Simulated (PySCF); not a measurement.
MnNF₄: from structure and modes to constants

Method: PBE0 in PySCF with Mn def2-SVP, N def2-SVP, F def2-SVP; no relativity; density-fitted integrals.

The singlet minimum has C4v symmetry. Masses (u): Mn 54.93805, N 14.00307, F 18.99840.

```xyz
6
charge 0 multiplicity 1, angstrom
Mn    0.0540    0.0000    0.0000
N     1.5178    0.0000    0.0000
F    -0.3173    1.6810    0.0000
F    -0.3173    0.0000   -1.6810
F    -0.3173   -1.6810    0.0000
F    -0.3173    0.0000    1.6810
```

Harmonic wavenumbers (cm⁻¹): 134.0 (b1, ×1), 284.3 (e, ×2), 350.4 (a1, ×1), 383.1 (e, ×2), 409.8 (b2, ×1), 560.9 (b1, ×1), 691.2 (a1, ×1), 724.0 (e, ×2), 1275.9 (a1, ×1).

Task: Find the principal moments of inertia and the rotational constants. What kind of rotor is it?

Result: About the centre of mass I = 147.44, 147.44, 214.73 u Å². With B = 16.8576/I this gives 0.1143, 0.1143, 0.07851 cm⁻¹. The molecule is an oblate symmetric top.

Task: What is the harmonic zero-point energy?

Result: Half the sum of all 12 wavenumbers, 6205/2 = 3102 cm⁻¹, which is 37.1 kJ/mol (1 cm⁻¹ = 0.0119627 kJ/mol).

Task: Find the vibrational entropy and heat capacity at 298.15 K.

Result: With u = 1.43878 ω/T, each mode gives S = R[u/(eᵘ−1) − ln(1−e⁻ᵘ)] and C = R u² eᵘ/(eᵘ−1)².
```tsv
ω (cm⁻¹)	u	S (J/(mol K))	C (J/(mol K))
134.0	0.647	12.08	8.03
284.3 (×2)	1.372	6.31	7.12
350.4	1.691	4.87	6.59
383.1 (×2)	1.849	4.30	6.30
409.8	1.978	3.88	6.06
560.9	2.707	2.18	4.67
691.2	3.336	1.32	3.54
724.0 (×2)	3.494	1.17	3.28
1275.9	6.157	0.13	0.67
```
The sums over all modes are S = 48.0 and C = 63.0 J/(mol K); the softest mode gives 25 % of the entropy (each member, where degenerate).

Task: Give the standard entropy (298.15 K, 1 bar) by its translational, rotational, vibrational and spin parts, and Cp.

Result: Sackur–Tetrode with M = 144.93 u gives 170.9; rotation with symmetry number 4 gives 100.8; vibration 48.0; spin R ln 1 = 0.0. The total is 319.8 J/(mol K), and Cp = 4 R + 63.0 = 96.2 J/(mol K).

Stability towards spin polarisation was not tested. Only a few start shapes were tried, so a lower isomer may exist.
